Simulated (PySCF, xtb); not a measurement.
3-methylsulfanylbuta-1,2-diene (C₅H₈S), SMILES C=C=C(C)SC. The values are those of a single conformer.

Harmonic wavenumbers (cm⁻¹) from GFN2-xTB in xtb 6.7.1 at its own minimum, in rising order: 33, 122, 137, 153, 214, 255, 296, 400, 482, 581, 615, 717, 855, 937, 940, 947, 957, 1034, 1083, 1293, 1311, 1391, 1435, 1450, 1454, 1473, 1484, 2072, 2997, 3017, 3023, 3030, 3035, 3059, 3067, 3073.

Task: What does PBE-D3(BJ)/def2-SVP in PySCF give at its own minimum? (The exact figures need the calculation; the answer reports its results.)

Result: 40, 145, 150, 156, 216, 264, 317, 458, 500, 586, 623, 695, 819, 902, 921, 936, 953, 998, 1074, 1235, 1273, 1327, 1383, 1389, 1397, 1407, 1422, 2008, 2966, 2972, 3043, 3044, 3076, 3080, 3089, 3125. Paired by order, the mean absolute difference is 31 cm⁻¹ and the zero-point energies are 69.2 and 68.6 kcal/mol.
